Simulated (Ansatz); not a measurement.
Ga3N3H12, a cluster cut from wurtzite GaN (hydrogen-capped), relaxed as a singlet with RKS PBE0-D4/def2-SVP in Ansatz, starting from the GFN2-xTB geometry. Force threshold 0.02 eV/Å.

Start:

Cartesian coordinates in Å:
```
N -0.504 -1.749 -0.071
Ga 0.031 -1.010 1.711
N -0.462 0.919 1.505
Ga 0.486 -1.003 -1.644
N -0.045 0.929 -1.573
Ga 0.531 1.913 0.075
H -0.307 -2.756 -0.049
H -1.518 -1.688 -0.210
H -1.000 -1.595 2.718
H 1.543 -1.156 1.919
H -1.476 1.034 1.398
H -0.244 1.381 2.395
H -0.248 -1.578 -2.890
H 1.999 -1.156 -1.451
H -1.053 1.038 -1.732
H 0.393 1.395 -2.375
H 2.045 1.783 0.279
H -0.172 3.299 -0.006
```

```json
{"step": "1", "energy (eV)": "-161754.2124", "largest force component (eV/Å)": "0.521", "SCF passes": "14"}
{"step": "2", "energy (eV)": "-161754.3069", "largest force component (eV/Å)": "0.175", "SCF passes": "18"}
{"step": "3", "energy (eV)": "-161754.3211", "largest force component (eV/Å)": "0.026", "SCF passes": "19"}
{"step": "4", "energy (eV)": "-161754.3261", "largest force component (eV/Å)": "0.029", "SCF passes": "17"}
{"step": "5", "energy (eV)": "-161754.3269", "largest force component (eV/Å)": "0.015", "SCF passes": "18"}
```

Force components are those of the run's own axes.

End:

Cartesian coordinates in Å:
```
N -0.463 -1.761 -0.066
Ga -0.030 -1.037 1.757
N -0.421 0.919 1.516
Ga 0.435 -1.028 -1.708
N -0.005 0.927 -1.569
Ga 0.481 1.981 0.070
H -0.197 -2.748 -0.033
H -1.475 -1.787 -0.202
H -1.137 -1.599 2.737
H 1.513 -1.198 1.987
H -1.430 1.074 1.487
H -0.132 1.360 2.393
H -0.375 -1.584 -2.948
H 1.984 -1.190 -1.525
H -0.986 1.083 -1.808
H 0.505 1.371 -2.336
H 2.031 1.864 0.278
H -0.298 3.354 -0.032
```

By distances, no bond broke or formed. The bond that changes most is Ga6–H17, from 1.53 to 1.57 Å (atoms count from 1).

No frequencies were taken in this run, so the end may be a saddle point.

Run time 36 s (4 threads of Arm Neoverse V2 on a shared host), peak host memory 0.74 GiB.
